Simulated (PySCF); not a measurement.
Radial density of F⁺ (fluorine, charge +1)

UHF, [He] 2s1 2p5, high-spin 3P determinant (an excited configuration). Calculation: PySCF 2.14, in aug-cc-pVDZ; no relativity, point nucleus.

```tsv
r (bohr)	4πr²ρ (e/bohr)	4πr²(ρα − ρβ)
0.00373	0.07156	0.0020
0.00628	0.1943	0.0054
0.0106	0.5071	0.0142
0.0178	1.263	0.0353
0.0299	2.875	0.0801
0.0503	5.668	0.1555
0.0846	8.762	0.2292
0.142	9.236	0.2297
0.239	5.920	0.3174
0.402	4.328	1.1623
0.677	5.752	2.2184
1.14	3.804	1.3133
1.92	0.7530	0.1360
3.22	0.03393	-0.0035
5.42	9.991e-05	0.0000
```

(1) Where is the radial spin density 4πr²(ρα − ρβ) most negative, and why is it negative at all?

Answers

(1) Around r = 3.22 bohr, down to -0.0035 e/bohr: exchange with the open shell polarises the paired shells in an unrestricted calculation.
